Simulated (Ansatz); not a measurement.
`C[O][AlH][CH2]F` + H₂ → `C[O][AlH2]` + `CF`  (hydrogenolysis of the Al–C bond)

Calculated with Ansatz (gas phase, PBE0-D4/def2-TZVP geometries, no zero-point term in ΔE). CCSD(T)/CBS adds triple-zeta CCSD(T) − MP2 to the extrapolated MP2 energy (def2 sets, frozen cores). This one scheme is used for every species. Functionals use def2-TZVPP. One conformer a species, not always the lowest.

(1) Is it downhill or uphill in electronic energy at CCSD(T)/CBS, and by how much? (Best estimate.)

(2) What do these levels give: PBE-D4, r2SCAN-D4, ωB97X-V, B2PLYP, PBE, PBE0, MP2/def2-TZVPP, SCS-MP2/def2-TZVPP, CCSD(T)/def2-TZVPP, HF/def2-QZVPP, MP2/def2-QZVPP, MP2/CBS(def2)? (Best estimate.)

Largest T1 diagnostic among the species: 0.012.

## Answers

(1) The calculation gave: Downhill: ΔE = -0.42 eV.

(2) The calculation gave: PBE-D4 -0.35, r2SCAN-D4 -0.37, ωB97X-V -0.43, B2PLYP -0.46, PBE -0.39, PBE0 -0.46, MP2/def2-TZVPP -0.43, SCS-MP2/def2-TZVPP -0.48, CCSD(T)/def2-TZVPP -0.45, HF/def2-QZVPP -0.71, MP2/def2-QZVPP -0.41, MP2/CBS(def2) -0.39 eV.

The D4 term adds +0.07 eV with B3LYP and +0.04 eV with PBE0; it sums over pairs of atoms, weighted by their polarisabilities, and B3LYP, whose exchange is more repulsive, gets the larger term. From PBE to PBE0 (25 % exact exchange), in def2-TZVPP and without D4, ΔE moves by −0.07 eV. In def2-TZVPP, CCSD(T) changes the Hartree–Fock value by +0.26 eV (the triples alone add +0.05 eV) and MP2 by +0.28 eV.

B3LYP here is the variant with VWN-RPA as its local correlation; programs differ in this.
